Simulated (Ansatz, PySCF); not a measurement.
isocyanic acid (CHNO), SMILES N=C=O.

The structure is a stationary point at PBE0-D3(BJ)/def2-TZVP.

Vertical ionisation energy (IE) and electron affinity (EA) in eV. Rows of orbital energies are one-electron estimates. Where ΔSCF, EOM or ADC give a negative EA the extra electron is unbound and the value depends on the basis.

| level | IE | EA |
|---|---|---|
| −ε(HOMO), −ε(LUMO), B3LYP/def2-TZVPD (PySCF) | 8.64 | 0.38 |
| −ε(HOMO), −ε(LUMO), PBE/def2-TZVPD (PySCF) | 7.43 | 0.97 |
| ADC(2)/aug-cc-pVDZ (PySCF) | 10.88 | -0.54 |
| ΔSCF, PBE0/def2-TZVPD (Ansatz), final states of multiplicity 2 and 2 | 11.66 | -0.95 |
| ΔSCF, PBE/def2-TZVPD (Ansatz), final states of multiplicity 2 and 2 | 11.62 | -0.87 |

Question: What vertical singlet–triplet gap does ΔSCF give with PBE0/def2-TZVPD (Ansatz, a program for electronic structure) and with PBE/def2-TZVPD (Ansatz)? (The exact figures need the calculation; the answer reports its results.)

Answer: 6.15 and 6.19 eV (triplet above singlet where positive).

Computed lowest 1s main lines (those of the lightest heavy element) from CVS-ADC(2)-x/aug-cc-pVDZ (PySCF, non-relativistic), with pole strengths:
298.3 eV (1.52).

Question: Beyond the first one, list the lowest photoelectron lines from ADC(2)/aug-cc-pVDZ run with PySCF with their pole strengths (two spins summed). (The exact figures need the calculation; the answer reports its results.)

Answer: 11.50 eV (1.74), 15.28 eV (1.70), 15.41 eV (1.69), 16.23 eV (1.68), 19.66 eV (1.73).
